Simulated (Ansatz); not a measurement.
Ansatz (a first-principles code) input (B3LYP-D3(BJ)/def2-TZVP):

Ansatz 0.2 input:
```yaml
crystal:
  periodic: [false, false, false]
  atoms:
    - {symbol: Ti, position_ang: [-0.00825324, 0.02651191, -0.01237148]}
    - {symbol: O, position_ang: [1.21723083, 0.25419747, -1.07913866]}
    - {symbol: O, position_ang: [-1.25069705, -0.21326139, 1.03170740]}
basis:
  gaussian:
    orbitals: def2-TZVP
hamiltonian:
  xc: b3lyp
  dispersion: d3bj
magnetization: {spin_polarized: true, initial_magnetization: 2}
relax: {f_tol: 0.002, max_steps: 150}
```

End of the output:

```
mean field: 0.42 GiB planned
mean field evaluation 160: about -27208.9657 eV, gradient 9.1e0 eV
mean field -27210.13383466 eV, -999.9539747325 hartree, gradient 5.2e-10 eV, S^2 2.017574; 0 other end points of the search recorded, 0 dependent functions left out
the calculation of the forces begins
reference -27210.13407180 eV, -999.9539834473 hartree; 20, 18 occupied and 87, 89 virtual orbitals, 765 factors
relax step   6: F+E_penalty+E_count = -27210.20131798 eV  Δ(F+E_penalty+E_count) = -1.814e-2 eV  max|allowed force component| = 3.037e-2 eV/Å  Δτ_max = 0.1831 Å  (206 SCF iters, accepted)
these checks for a lower state are left out or cut short: starts, cluster_reference, orbital_swaps, neighbouring_geometries, increment
integrals: 0.03 GiB planned
765 factors; their error is unknown
mean field: 0.42 GiB planned
mean field evaluation 192: about -27210.1340 eV, gradient 1.3e-5 eV
mean field -27210.13397148 eV, -999.9539797608 hartree, gradient 2.4e-6 eV, S^2 2.017619; 0 other end points of the search recorded, 0 dependent functions left out
the calculation of the forces begins
reference -27210.13420859 eV, -999.9539884744 hartree; 20, 18 occupied and 87, 89 virtual orbitals, 765 factors
relax step   7: F+E_penalty+E_count = -27210.20146050 eV  Δ(F+E_penalty+E_count) = -1.425e-4 eV  max|allowed force component| = 2.456e-2 eV/Å  Δτ_max = 0.0026 Å  (62 SCF iters, accepted)
these checks for a lower state are left out or cut short: starts, cluster_reference, orbital_swaps, neighbouring_geometries, increment
integrals: 0.03 GiB planned
765 factors; their error is unknown
mean field: 0.42 GiB planned
mean field -27210.13469143 eV, -999.9540062185 hartree, gradient 8.5e-6 eV, S^2 2.017987; 0 other end points of the search recorded, 0 dependent functions left out
the calculation of the forces begins
reference -27210.13492795 eV, -999.9540149104 hartree; 20, 18 occupied and 87, 89 virtual orbitals, 765 factors
relax step   8: F+E_penalty+E_count = -27210.20230360 eV  Δ(F+E_penalty+E_count) = -8.431e-4 eV  max|allowed force component| = 3.731e-3 eV/Å  Δτ_max = 0.0273 Å  (64 SCF iters, accepted)
these checks for a lower state are left out or cut short: starts, cluster_reference, orbital_swaps, neighbouring_geometries, increment
integrals: 0.03 GiB planned
765 factors; their error is unknown
mean field: 0.42 GiB planned
mean field evaluation 224: about -27210.1347 eV, gradient 9.9e-9 eV
mean field -27210.13468867 eV, -999.9540061168 hartree, gradient 2.2e-11 eV, S^2 2.018034; 0 other end points of the search recorded, 0 dependent functions left out
the calculation of the forces begins
reference -27210.13492512 eV, -999.9540148062 hartree; 20, 18 occupied and 87, 89 virtual orbitals, 765 factors
relax step   9: F+E_penalty+E_count = -27210.20231403 eV  Δ(F+E_penalty+E_count) = -1.043e-5 eV  max|allowed force component| = 3.110e-4 eV/Å  Δτ_max = 0.0030 Å  (132 SCF iters, accepted)
integrals: 0.03 GiB planned
765 factors; their error is unknown
mean field: 0.42 GiB planned
mean field evaluation 256: about -27210.1345 eV, gradient 7.0e-6 eV
mean field evaluation 288: about -27210.1346 eV, gradient 2.0e-2 eV
mean field -27210.13468867 eV, -999.9540061168 hartree, gradient 7.7e-11 eV, S^2 2.018034; 6 other end points of the search recorded, 0 dependent functions left out
the calculation of the forces begins
reference -27210.13492512 eV, -999.9540148062 hartree; 20, 18 occupied and 87, 89 virtual orbitals, 765 factors
Total energy: -27210.20255048 eV, -999.9564999924 hartree
Atom 0 at     0.133389     0.127066     0.175442 Å, force     0.000257     0.000175     0.000311 eV/Å
Atom 1 at     1.168697     0.208142    -1.192109 Å, force    -0.000042    -0.000071    -0.000227 eV/Å
Atom 2 at    -1.343806    -0.267760     0.956864 Å, force    -0.000215    -0.000105    -0.000084 eV/Å
Dipole moment:     0.284338     0.201883     0.377140 e Å
```

The spin state was set by rule; other spins were not relaxed.
